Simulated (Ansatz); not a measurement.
Isomers of Hg5⁺ (doublet), relaxed with PBE0/def2-SVP; total energies from Ansatz at B2PLYP/def2-TZVP.

| isomer | description | energy (Eh) |
| --- | --- | --- |
| A | point group Cs; 4 × Hg–Hg 2.90 to 3.08 Å | -766.37795 |
| B | point group C2v; 3 × Hg–Hg 3.00 to 3.08 Å | -766.37375 |
| C | point group D3h;  | -766.37107 |

In the def2 sets Hg takes a core potential; there is no spin–orbit coupling. Correlated methods freeze no core orbitals; core or outer-core shells of Hg are correlated, in sets that lack core-valence functions.

The isomers come from a short search, and lower ones may exist.

Q: Work out the relative energies (1 Eh = 2625.5 kJ/mol) and the Boltzmann populations at 800 K from electronic energies alone (R = 8.314 J/mol/K).

A: ΔE: A 0.0, B 11.0, C 18.1 kJ/mol. RT = 6.65 kJ/mol. Factors exp(−ΔE/RT): A 1, B 0.191, C 0.0658; sum 1.257. Populations: A 79.6 %, B 15.2 %, C 5.2 %. Zero-point energy, vibrational entropy and symmetry numbers are left out and can shift these; an error of 4 kJ/mol changes a ratio by a factor of 1.8. Over the other density-functional and correlated levels in def2 sets, the gap between A and B ranges from 6 to 15 kJ/mol.
